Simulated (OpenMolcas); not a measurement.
## neutral titanium: effect of the active space

```
Program             : OpenMolcas 26.06
Method              : MS-CASPT2 or its RAS form, IPEA 0.25 Eh, imaginary shift 0.1 Eh
Basis               : ANO-RCC-VDZP
Scalar Hamiltonian  : DKH2, point nucleus
Spin-orbit coupling : RASSI with atomic mean-field integrals over the reference wave functions, term energies averaged over their components
```

A. 4 electrons in 6 orbitals (3d 4s); 2S+1 = 5 even, 10 roots; 2S+1 = 3 even, 55 roots; 2S+1 = 1 even, 49 roots; closed shells correlated: 3s 3p; CASPT2 step about 27 core-seconds
B. 4 electrons in 9 orbitals (RAS2 3d 4s; RAS3 4p, at most 2 electrons); 2S+1 = 3 even, 55 roots; 2S+1 = 5 even, 10 roots kept (CI in the orbitals of an earlier block); 2S+1 = 1 even, 50 roots kept (CI in the orbitals of an earlier block, 42 in the spin-orbit step); 2S+1 = 3 odd, 84 roots (57 in the spin-orbit step); 2S+1 = 5 odd, 30 roots kept (CI in the orbitals of an earlier block); 2S+1 = 1 odd, 27 roots kept (CI in the orbitals of an earlier block, 22 in the spin-orbit step); closed shells correlated: 3s 3p; CASPT2 step about 4 core-minutes

Energies in cm-1 above 3d2 4s2 3F2, the measured ground level; measured values from NIST Handbook of Basic Atomic Spectroscopic Data.

```
             Level      A      B  Measured
       3d2 4s2 3F2    0.0    0.0       0.0
       3d2 4s2 3F3    144    144       170
       3d2 4s2 3F4    331    330       387
3d2 4s2 3P0 [74 %]   4180   8870      8437
3d2 4s2 3P1 [74 %]   4230   8920      8492
3d2 4s2 3P2 [74 %]   4310   9020          
       3d2 4s2 1D2   5820   7440          
        3d3 4s 5F1   6910   9510      6557
        3d3 4s 5F2   6950   9560      6599
        3d3 4s 5F3   7020   9630      6661
        3d3 4s 5F4   7120   9720      6743
        3d3 4s 5F5   7230   9840      6843
3d2 4s2 1G4 [71 %]   8590  12790     12118
     3d3 4s 3F2(1)  13230  15040     11532
     3d3 4s 3F3(1)  13350  15160     11640
     3d3 4s 3F4(1)  13510  15310     11777
        3d3 4s 5P1  15550  17990          
        3d3 4s 5P2  15590  18030          
        3d3 4s 5P3  15670  18110          
        3d3 4s 3G3  17460  19640          
        3d3 4s 3G4  17520  19690          
        3d3 4s 3G5  17590  19770          
        3d3 4s 3D1  19630  22100          
        3d3 4s 3D2  19680  22140
```

Deviations, from unrounded energies. A percentage is the sum of absolute deviations over the sum of measured energies, with the sign that they share, or ± where signs differ.

```json
{"Against measurement": "mean absolute deviation (cm-1)", "Levels": "13", "A": "1500", "B": "2100"}
{"Against measurement": "fine structure of the ground term (%)", "Levels": "2", "A": "-14.7", "B": "-14.9"}
{"Against measurement": "other terms of the ground configuration (%)", "Levels": "3", "A": "-41.5", "B": "+5.3"}
{"Against measurement": "other configurations (%)", "Levels": "8", "A": "+10.2", "B": "+37.2"}
```

A lies closest to measurement on these levels. The largest miss of A in the table is 3d2 4s2 3P1 [74 %], by -4300 cm-1. The ranking rests on the paired levels alone, and a cruder setting can come out closer through cancelling errors.

Between A and B the level of the table that moves most is 3d2 4s2 3P2 [74 %], by 4700 cm-1 (lowest in A, highest in B). Moves below CASPT2's spread within the term are not significant.

CASPT2 does not keep the components of a term degenerate, so their means are used; among the terms shown or strongly mixed into the levels shown the widest spread is 2200 cm-1 (3d2 4s2 3F, B). Over all roots computed the reference weight is 0.87 to 0.94 in A; the roots of lowest weight are the least certain, and an intruder state may touch them. A single d shell beside an s shell can misplace configurations of different d count against each other. Configurations are named by rounded mean occupations; where the s occupation lies near a half they are strongly mixed, a name can repeat and a true partner stay unpaired (holds for A). Some terms miss by over 15 % even with CASPT2, which points to a basis or an active space too small for the shells correlated (holds for A). Some high roots are left out of the spin-orbit mixing, which shifts the levels that they would mix with (holds for B). Terms from blocks run as CI alone lack orbitals of their own (holds for B). The CASPT2 spread within a term exceeds the gap to the next term for 3d2 4s2 3P and 3d3 4s 5F, so the order of their levels is uncertain, and so are names and mixing where such terms share a J (holds for B). No level of 3d3 4p was computed, though it lies in the active space (holds for B). Measured partners are found by configuration, term and J. A level has none where our copy of the source lacks it or the pairing is in doubt (some pairs that miss far off the trend of their configuration count as doubtful), and it then counts in no deviation. Levels of configurations outside the active space are missing. The table leaves out levels that lie high or whose names do not pair safely across all columns.

A share in square brackets marks a mixed level and gives the weight of the term that names it, the lowest over the columns. A number in round brackets counts repeated terms of one configuration in the order of the reference energies.
